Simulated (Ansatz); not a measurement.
One geometry of the cluster GeO₂, several levels of theory.

```yaml
crystal:
  periodic: [false, false, false]
  atoms:
    - {symbol: Ge, position_ang: [0.000097, -0.000416, -0.000733]}
    - {symbol: O, position_ang: [-1.411130, -0.745438, 0.232532]}
    - {symbol: O, position_ang: [1.411034, 0.745843, -0.231799]}
basis:
  gaussian: {orbitals: def2-TZVPD, initial_orbitals: start.molden}
hamiltonian: {xc: r2scan, dispersion: d4}
scf: {omitted_lower_state_checks: [starts]}
output: {orbitals: {seedname: orbitals}}
```

The file start.molden holds the orbitals of an earlier run on this structure, at another level or in another basis.

```sh
$ ansatz run in.yaml --threads 4 --pin off --events-out ev --progress --plain --max-ram 3916MiB
```

Shortened log:

```
Functional definition: r2SCAN
741 factors; their error is unknown
mean field evaluation 1: about -60610.5309 eV, gradient 1.1e1 eV
mean field evaluation 2: about -60610.6286 eV, gradient 1.7e-1 eV
mean field evaluation 4: about -60610.6237 eV, gradient 3.1e-4 eV
mean field evaluation 8: about -60610.6237 eV, gradient 1.8e-5 eV
mean field -60610.62368245 eV, -2227.3993369738 hartree, gradient 1.8e-5 eV, S^2 0.000000; 0 other end points of the search recorded, 0 dependent functions left out
reference -60610.62369933 eV, -2227.3993375940 hartree; 24, 24 occupied and 110, 110 virtual orbitals, 741 factors
Total energy: -60610.63424676 eV, -2227.3997252051 hartree
Checks for a lower state left out: starts
```

Run time 1.2 s (4 threads of Arm Neoverse V2 on a shared host).

First input, but with `gaussian: {orbitals: def2-SVP, initial_orbitals: start.molden}`, `hamiltonian: {xc: pbe, dispersion: d4}` (abridged; 0.3 s):

```
Functional definition: PBE
mean field -60587.96069229 eV, -2226.5664874468 hartree, gradient 1.6e-5 eV, S^2 0.000000
Total energy: -60588.01024705 eV, -2226.5683085509 hartree
Checks for a lower state left out: starts
```

As the first input, with `hamiltonian: {xc: pbe, dispersion: d4}` (abridged; 0.55 s):

```
Functional definition: PBE
mean field -60600.49037997 eV, -2227.0269449763 hartree, gradient 2.6e-5 eV, S^2 0.000000
Total energy: -60600.53995664 eV, -2227.0287668851 hartree
Checks for a lower state left out: starts
```

The first input with `gaussian: {orbitals: def2-TZVP, initial_orbitals: start.molden}`, `hamiltonian: {xc: pbe, dispersion: d4}`, `output: {forces: true, orbitals: {seedname: orbitals}}` (abridged; 0.5 s):

```
Functional definition: PBE
mean field -60600.43052629 eV, -2227.0247453941 hartree, gradient 9.0e-6 eV, S^2 0.000000
Total energy: -60600.48008141 eV, -2227.0265665111 hartree
Atom 0 force    -0.000317     0.001344     0.002391 eV/Å
Atom 1 force    -0.965701    -0.511049     0.157717 eV/Å
Atom 2 force     0.966018     0.509705    -0.160109 eV/Å
Dipole moment:     0.000123    -0.000520    -0.000926 e Å
Checks for a lower state left out: starts
```

As the first input, with `gaussian: {orbitals: def2-TZVP, initial_orbitals: start.molden}`, `hamiltonian: {xc: pbe0, dispersion: d4}` and without the key `scf` (abridged; 0.85 s):

```
Functional definition: PBE0
mean field evaluation 16: about -60600.8008 eV, gradient 4.3e0 eV
mean field -60601.09763904 eV, -2227.0492613352 hartree, gradient 8.8e-6 eV, S^2 0.000000; 1 other end points of the search recorded, 0 dependent functions left out
Total energy: -60601.13892619 eV, -2227.0507786103 hartree
```

As the first input, with `gaussian: {orbitals: def2-TZVP, initial_orbitals: start.molden}`, `hamiltonian: {xc: pbe}`, `correlation: {method: rpa}` and without the key `output` (abridged; 0.75 s):

```
Functional definition: PBE
mean field -60600.43052391 eV, -2227.0247453067 hartree, gradient 1.8e-6 eV, S^2 0.000000
11 core orbitals not correlated: weight in the atoms' cores, before any rotation towards them, 1.000 or more for the frozen orbitals, at most 0.000 for the correlated occupied ones
Total energy: -60574.85775355 eV, -2226.0849633298 hartree
Checks for a lower state left out: starts
```

As the first input, with `hamiltonian: {xc: pbe0, dispersion: d4}` (abridged; 0.75 s):

```
Functional definition: PBE0
mean field -60601.14939519 eV, -2227.0511633390 hartree, gradient 1.9e-5 eV, S^2 0.000000
Total energy: -60601.19069960 eV, -2227.0526812478 hartree
Checks for a lower state left out: starts
```

Geometry: PBE0-D4/def2-TZVP.

Correlated methods freeze 11 core orbitals; core or outer-core shells of Ge are correlated, in sets that lack core-valence functions. The structure comes from a short search, and lower isomers may exist.
